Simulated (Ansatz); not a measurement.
cyclo-(H2SnCH2)4 (C₄H₁₆Sn₄), relaxed as a singlet with RKS PBE-D4/def2-SVP in Ansatz, starting from the GFN2-xTB geometry. Force threshold 0.03 eV/Å.

In the def2 sets Sn takes a core potential; there is no spin–orbit coupling.

Start:

Cartesian coordinates in Å:
```
Sn -2.097 0.285 1.441
H -3.240 1.460 1.766
H -2.493 -1.059 2.361
C -2.178 -0.183 -0.665
Sn -1.075 -1.935 -1.286
H -1.981 -3.301 -0.959
H -0.848 -1.876 -2.945
C 0.818 -2.117 -0.263
Sn 2.331 -0.674 -0.811
H 3.508 -0.643 0.380
H 3.074 -1.163 -2.226
C 1.511 1.300 -1.121
Sn 0.838 2.327 0.658
H 2.151 3.014 1.428
H -0.183 3.578 0.211
C -0.148 0.998 2.045
H -1.824 0.683 -1.219
H -3.217 -0.335 -0.939
H 0.633 -2.058 0.807
H 1.220 -3.104 -0.465
H 2.273 1.916 -1.587
H 0.687 1.219 -1.827
H 0.509 0.150 2.226
H -0.268 1.518 2.989
```

Question: Estimate the energy that the relaxation releases and the steps that it takes.

Answer: 31.6 kJ/mol, in 4 steps; 9 s on 4 threads of Intel Xeon 6975P-C on a shared host. No frequencies were taken in this run, so the end may be a saddle point.

Question: Does the start keep its bonding?

Answer: By distances, no bond broke or formed. The bond that changes most is Sn1–H2, from 1.67 to 1.74 Å (atoms count from 1).

Question: Predict the relaxed structure.

Answer: 
```xyz
24

Sn   -2.098    0.277    1.448
H    -3.252    1.518    1.821
H    -2.513   -1.168    2.320
C    -2.146   -0.144   -0.686
Sn   -1.074   -1.935   -1.296
H    -2.062   -3.322   -0.958
H    -0.744   -1.872   -3.001
C     0.805   -2.098   -0.213
Sn    2.338   -0.676   -0.806
H     3.542   -0.552    0.441
H     3.089   -1.235   -2.268
C     1.462    1.286   -1.143
Sn    0.834    2.334    0.655
H     2.227    3.044    1.408
H    -0.293    3.592    0.242
C    -0.120    0.955    2.041
H    -1.729    0.731   -1.225
H    -3.205   -0.257   -0.995
H     0.598   -1.979    0.870
H     1.208   -3.120   -0.369
H     2.211    1.918   -1.663
H     0.591    1.171   -1.820
H     0.543    0.075    2.172
H    -0.211    1.457    3.025
```
Bond lengths (bridged metal pairs left out): 8 × C–Sn 2.17 to 2.18 Å; 8 × H–Sn 1.74 Å; 8 × C–H 1.11 Å.
